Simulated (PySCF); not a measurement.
r2SCAN on Dy- (dysprosium, charge -1), [Xe] 4f10 6s2 6p1, one real determinant. Computed with PySCF 2.14 in x2c-TZVPPall with one added diffuse shell each of s, p, d, f type (12s8p8d5f2g, 129 functions), with scalar relativity by spin-free X2C-1e.

```
cycle= 1 E= -12156.8546708617  delta_E= 0.00298  |g|= 0.643  |ddm|= 0.52
cycle= 2 E= -12156.6662022046  delta_E= 0.188  |g|= 1.53  |ddm|= 0.731
cycle= 3 E= -12156.8997289392  delta_E= -0.234  |g|= 0.0647  |ddm|= 0.518
cycle= 4 E= -12156.9004289705  delta_E= -0.0007  |g|= 0.0123  |ddm|= 0.0605
cycle= 5 E= -12156.9005103044  delta_E= -8.13e-05  |g|= 0.00182  |ddm|= 0.0248
cycle= 6 E= -12156.9005463234  delta_E= -3.6e-05  |g|= 0.00185  |ddm|= 0.0292
cycle= 7 E= -12156.9005495539  delta_E= -3.23e-06  |g|= 0.000227  |ddm|= 0.0102
cycle= 8 E= -12156.9005496638  delta_E= -1.1e-07  |g|= 0.000129  |ddm|= 0.00201
cycle= 9 E= -12156.9005496861  delta_E= -2.23e-08  |g|= 3.48e-05  |ddm|= 0.000804
cycle= 10 E= -12156.9005496952  delta_E= -9.13e-09  |g|= 2.09e-05  |ddm|= 0.000456
cycle= 11 E= -12156.9005496982  delta_E= -2.99e-09  |g|= 5.18e-06  |ddm|= 0.000239
cycle= 12 E= -12156.9005496986  delta_E= -3.53e-10  |g|= 1.18e-06  |ddm|= 9.99e-05
converged SCF energy = -12156.9005496986  <S^2> = 8.8101229  2S+1 = 6.0200076
```

Highest occupied orbital energy: 1.363 eV; ⟨L²⟩ = 36.14; populations by l: s 11.97, p 25.00, d 20.03, f 10.00.

**Question.** Can this result be used?

**Answer.** With care. The calculation finished and met its thresholds. ⟨L²⟩ = 36.14 against 56 for a pure K term, so this real determinant mixes terms. Spin-orbit coupling, absent here, splits the open shell strongly. ⟨S²⟩ = 8.81 against 8.75 shows spin contamination. The configuration of this anion was assumed by filling the next shell in order. It is not the known or likely ground configuration (Ca⁻, Sr⁻ and Ba⁻, for instance, bind a p electron), so these values are not the electron affinity of the element. At r2SCAN the highest occupied level has a positive energy, so only the finite basis holds that electron.
